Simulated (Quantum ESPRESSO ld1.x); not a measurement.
All-electron atom: the neon ion Ne2+ in [He] 2s2 2p(up 3, down 1). Calculated with ld1.x of Quantum ESPRESSO 7.5: scalar-relativistic Kohn-Sham, LDA (Slater exchange, VWN5 correlation), spin-polarised, spherical densities, point nucleus.

Radial electron density D(r) = 4 pi r^2 rho(r):

r (bohr),D(r) (e/bohr),spin D(r)
0.00613,0.2631,-0.0000617
0.007547,0.3872,-0.0000883
0.009218,0.5581,-0.000122
0.01135,0.8099,-0.000164
0.01386,1.148,-0.000206
0.01707,1.630,-0.000232
0.02085,2.254,-0.000192
0.02567,3.100,0.0000314
0.03135,4.126,0.000654
0.0386,5.411,0.00224
0.04714,6.810,0.00563
0.05804,8.317,0.0130
0.07089,9.632,0.0273
0.08728,10.60,0.0559
0.1066,10.88,0.106
0.1313,10.33,0.198
0.1603,9.043,0.344
0.1974,7.286,0.577
0.2411,5.776,0.895
0.2968,4.988,1.32
0.3626,5.202,1.76
0.4464,6.104,2.17
0.5452,6.911,2.36
0.6713,6.956,2.27
0.8199,5.982,1.88
1.009,4.239,1.30
1.233,2.485,0.748
1.518,1.118,0.332
1.854,0.3953,0.116
2.283,0.09587,0.0273
2.788,0.01676,0.00451

D(r) has 2 maxima, at r = 0.104, 0.610 bohr, and minima at 0.311 bohr, inside which lie 2.21 electrons.
